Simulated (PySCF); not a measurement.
B3LYP has the VWN-RPA correlation part, as in Gaussian. Excitations are Tamm–Dancoff values on a coarser integration grid. The basis has no diffuse functions, so Rydberg states are missing or too high.

Cartesian coordinates (Å):
```xyz
8

B      2.0560    -0.0217     0.7980
N      0.9074    -0.1948     0.3513
B     -0.3822    -0.4601    -0.1912
N     -1.4379     0.4320     0.0000
H      3.1360     0.1459     1.2208
H     -0.5816    -1.4595    -0.8238
H     -2.3566     0.2703    -0.3711
H     -1.3410     1.2879     0.5194
```
Charge 0, spin multiplicity 1.

### Question
What dipole moment, brightest of the four lowest singlets (TDA), S1 excitation (TDA), T1 excitation (TDA) and LUMO does B3LYP-D3(BJ)/def2-TZVP // PBE0-D4/def2-TZVP in PySCF give?

### Answer

- dipole moment = 1.39 D
- brightest of the four lowest singlets (TDA) = 6.25 eV
- S1 excitation (TDA) = 5.70 eV
- T1 excitation (TDA) = 5.16 eV
- LUMO = -0.51 eV
